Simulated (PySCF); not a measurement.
These are B3LYP-D3(BJ)/def2-TZVP // BP86-D3(BJ)/def2-SVP in PySCF values and carry that method's errors. All species are isolated molecules in the gas phase. One relaxed conformer stands for a flexible species; it need not be the lowest. B3LYP has the VWN-RPA correlation part, as in Gaussian. 

Reference species: [Zr(F)3(NH2)] (neutral, multiplicity 1).

```yaml
coordination_number: 4
mean_distance_from_the_central_atom_to_its_bonded_neighbours: 1.947 Å
```

Changed species: [Zr(F)(NH2)3] (3 of 4 F replaced by NH2; the reference has 1 of 4 F replaced by NH2).

Predict the effect on the coordination number and mean distance from the central atom to its bonded neighbours.

the coordination number hardly moves; the mean distance from the central atom to its bonded neighbours rises by 0.076 Å, to 2.023 Å.
